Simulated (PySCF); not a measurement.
C4H12Ga (charge -1).
Geometry (PBE0-D3(BJ)/def2-SVP, Å), atoms numbered from 1 in this order:
```
atom  x, y, z in Å
C1    -0.592   -0.813    1.213
C2    -0.133   -0.052   -0.023
C3    -0.124   -0.992   -1.221
C4    -1.092    1.100   -0.291
Ga5    1.773    0.692    0.292
H6    -1.618   -1.234    1.090
H7    -0.610   -0.164    2.105
H8     0.082   -1.657    1.442
H9     0.206   -0.475   -2.138
H10   -1.134   -1.417   -1.427
H11    0.563   -1.841   -1.064
H12   -2.135    0.745   -0.466
H13   -1.125    1.805    0.557
H14   -0.790    1.679   -1.181
H15    1.724    1.687    1.577
H16    2.769   -0.562    0.576
H17    2.234    1.499   -1.042
```

Computed with PBE0-D3(BJ)/def2-SVP geometry optimisation, gas phase in PySCF 2.14.0.

Take the most abundant isotopes and a rigid rotor. 

(1) Give the principal moments of inertia and the rotational constants in GHz.

(2) What kind of rotor is it?

(3) Where do the R-branch lines fall?

(4) Estimate the classical rotational partition function at 100 K, 298.15 K and 500 K.

Results:

(1) Ia = 116.67, Ib = 267.74, Ic = 267.75 u·Å²; 505379 MHz·u·Å²/I gives 4332, 1888 and 1887 MHz, that is A = 4.3316, B = 1.8876, C = 1.8875 GHz.

(2) A prolate symmetric top, as the point group C3v requires two equal moments; Ray's κ = -1.000.

(3) The dipole of 3.26 D (about the centre of mass, as the species is charged) lies along the symmetry axis, so ΔK = 0 and J+1 ← J falls at 2B(J+1) for every K: 3.78 GHz, 7.55 GHz, 11.33 GHz, 15.10 GHz, 18.88 GHz for J = 0 to 4.

(4) Point group C3v, symmetry number σ = 3; q = (√π/σ)·√((kT/h)³/(ABC)), k/h = 20836.6 MHz/K: 14300 at 100 K, 73600 at 298.15 K, 160000 at 500 K.

Whether it is a minimum is left open (no frequencies). The geometry's basis has no diffuse functions, a weakness for an anion. Zero-point vibration and centrifugal distortion are left out.

Time: 27 s wall. Hardware: x86-64 server, one thread, no GPU (shared host). These figures are those of the optimisation.
